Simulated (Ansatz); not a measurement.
Cartesian coordinates (Å):
SMILES: [SiH3]c1cc(S)c2cccnc2c1
```xyz
21

Si     3.5801    -0.4918    -0.1720
C      1.7217    -0.1928    -0.0125
C      1.2092     0.5367     1.1022
C     -0.1545     0.7774     1.2570
S     -0.8194     1.6837     2.6362
C     -1.0784     0.2817     0.2731
C     -2.4859     0.4744     0.3402
C     -3.2939    -0.0433    -0.6593
C     -2.6833    -0.7559    -1.7281
N     -1.3797    -0.9592    -1.8318
C     -0.5655    -0.4567    -0.8561
C      0.8378    -0.6787    -0.9731
H      3.8526    -1.2643    -1.4317
H      4.0947    -1.2667     1.0130
H      4.3236     0.8177    -0.2143
H      1.9080     0.9217     1.8630
H      0.3817     1.9161     3.2314
H     -2.9244     1.0316     1.1829
H     -4.3855     0.0893    -0.6350
H     -3.3144    -1.1752    -2.5337
H      1.1767    -1.2467    -1.8519
```
Charge 0, spin multiplicity 1.

These are frozen-core CCSD(T)/cc-pVDZ // PBE-D3(BJ)/def2-SVP in Ansatz (a program for electronic structure) values and carry that method's errors. The restricted HF reference is unstable towards unrestricted orbitals.

| Property | Value |
|---|---|
| HF energy | -1086.98993 Ha |
| MP2 correlation energy | -1.56624 Ha |

Estimate the CCSD correlation energy, the (T) correction, the total energy and the T1 diagnostic.


```yaml
CCSD correlation energy: -1.63328 Ha
"(T) correction": -0.07677 Ha
CCSD(T) total energy: -1088.69998 Ha
T1 diagnostic: 0.012
```
